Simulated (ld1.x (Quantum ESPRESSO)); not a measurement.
## Plane-wave convergence, TM potential for Cd (Z = 48)

cadmium (Cd), norm-conserving Troullier–Martins (Kleinman–Bylander form), made with ld1.x (Quantum ESPRESSO) 7.5 (PBE, scalar-relativistic). Core [Ar] 3d10 4s2, reference 4p6 4d10 5s2 5p0. Waves: 5s (bound): rc 2.60 bohr; 4p (bound): rc 0.85 bohr; 4d (bound): rc 1.30 bohr. Local part: the d channel. Core correction: a·sin(br)/r model core inside 0.45 bohr.

The pseudo-atom Hamiltonian at the reference potential is diagonalised in spherical Bessel functions j_l(qr) that vanish at 20 bohr, with q² up to the cutoff. All-electron valence levels (Ry): 5s -0.4159, 4p -4.9220, 5p -0.0870, 4d -0.8623.

Q: How do the lowest levels (Ry) of each channel move with the cutoff, and are there ghosts?

A:

```json
{"cutoff (Ry)": "8", "s #1": "-2.1968", "s #2": "-0.4106", "s #3": "0.0050", "p #1": "-2.5632", "p #2": "-0.0214", "p #3": "0.0716", "d #1": "0.0566", "f #1": "0.1127", "f #2": "0.2380", "Σ f·Δε (mRy)": "23352.2"}
{"cutoff (Ry)": "18", "s #1": "-8.4035", "s #2": "-0.4154", "s #3": "0.0049", "p #1": "-4.4722", "p #2": "-0.0687", "p #3": "0.0545", "d #1": "-0.1485", "f #1": "0.1127", "f #2": "0.2379", "Σ f·Δε (mRy)": "9837.4"}
{"cutoff (Ry)": "35", "s #1": "-10.4482", "s #2": "-0.4159", "s #3": "0.0048", "p #1": "-4.8200", "p #2": "-0.0848", "p #3": "0.0509", "d #1": "-0.6536", "f #1": "0.1127", "f #2": "0.2379", "Σ f·Δε (mRy)": "2699.3"}
{"cutoff (Ry)": "55", "s #1": "-10.7049", "s #2": "-0.4159", "s #3": "0.0048", "p #1": "-4.8564", "p #2": "-0.0855", "p #3": "0.0508", "d #1": "-0.8397", "f #1": "0.1127", "f #2": "0.2379", "Σ f·Δε (mRy)": "619.3"}
{"cutoff (Ry)": "90", "s #1": "-10.7134", "s #2": "-0.4159", "s #3": "0.0048", "p #1": "-4.9114", "p #2": "-0.0870", "p #3": "0.0505", "d #1": "-0.8621", "f #1": "0.1127", "f #2": "0.2379", "Σ f·Δε (mRy)": "64.9"}
{"cutoff (Ry)": "140", "s #1": "-10.7148", "s #2": "-0.4159", "s #3": "0.0048", "p #1": "-4.9158", "p #2": "-0.0872", "p #3": "0.0505", "d #1": "-0.8623", "f #1": "0.1127", "f #2": "0.2379", "Σ f·Δε (mRy)": "37.2"}
{"cutoff (Ry)": "230", "s #1": "-10.7149", "s #2": "-0.4159", "s #3": "0.0048", "p #1": "-4.9211", "p #2": "-0.0874", "p #3": "0.0504", "d #1": "-0.8623", "f #1": "0.1127", "f #2": "0.2379", "Σ f·Δε (mRy)": "4.8"}
{"cutoff (Ry)": "400", "s #1": "-10.7149", "s #2": "-0.4159", "s #3": "0.0048", "p #1": "-4.9219", "p #2": "-0.0874", "p #3": "0.0504", "d #1": "-0.8623", "f #1": "0.1127", "f #2": "0.2379", "Σ f·Δε (mRy)": "0.0"}
```

Result: ghost state, extra bound levels that the all-electron valence spectrum of the same l lacks: s at -145.8 eV (a true bound ghost makes a file unfit for plane-wave use); 10 mRy is reached at 180 Ry and 1 mRy at 300 Ry.
